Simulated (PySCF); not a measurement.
**A series of derivatives of C=COC(F)(F)F**

Parent skeleton `[CH2:1]=[CH:2][O:3][C:4]([F:5])([F:6])[F:7]`; one hydrogen on atom 2 is replaced by X. Hydrogens on one atom are averaged.

- geometry: GFN2-xTB
- shielding tensors at PBE0/pcSseg-1 (GIAO)
- run in PySCF
- no solvent model, non-relativistic Hamiltonian, fast rotation and ring inversion assumed for equivalent nuclei, one computed conformer

Chemical shifts δ = σref − σ; ¹³C, ¹H vs TMS; ¹⁷O vs H2O; CFCl3 for ¹⁹F, all at this level.

Parent (X = H): C1 103.7, C2 150.4, O3 172.8, C4 130.1, F5/F6/F7 -73.7, H(C1) 5.17 ppm. Effects are Δδ = δ(X) − δ(H), positive for deshielding.

Q: Give Δδ (ppm) for X = allyl, CHF2, cPr, ethynyl, CH2Cl, OCOCH3, propynyl.

A: 
```tsv
X	SMILES	C1	C2	O3	C4	F5/F6/F7	H(C1)
allyl	C=CCC(=C)OC(F)(F)F	+0.4	+10.7	+7.7	+0.0	+1.8	-0.01
CHF2	C=C(OC(F)(F)F)C(F)F	+2.1	+9.6	+3.7	-0.5	-0.9	+0.58
cPr	C=C(OC(F)(F)F)C1CC1	-14.3	+18.8	+12.9	-0.7	+2.0	-0.69
ethynyl	C#CC(=C)OC(F)(F)F	+12.7	-6.3	+5.8	-0.7	+9.1	+0.47
CH2Cl	C=C(CCl)OC(F)(F)F	+9.7	+10.4	-0.3	-0.7	+6.0	+0.68
OCOCH3	C=C(OC(C)=O)OC(F)(F)F	-18.3	+8.7	+4.2	-1.5	+7.0	+0.16
propynyl	C=C(C#CC)OC(F)(F)F	+8.4	-5.1	+7.0	-0.5	+9.3	+0.20
```

Q: Which position responds most, and to which substituents?

A: C1: from -18.3 ppm with OCOCH3 to +12.7 ppm with ethynyl.

Unscaled 19F shifts against computed CFCl3 carry errors that often reach 10 to 50 ppm. Experimental scales use liquid or dissolved standards, which lie at an offset from isolated H2O (liquid H2O: subtract about 36 ppm).
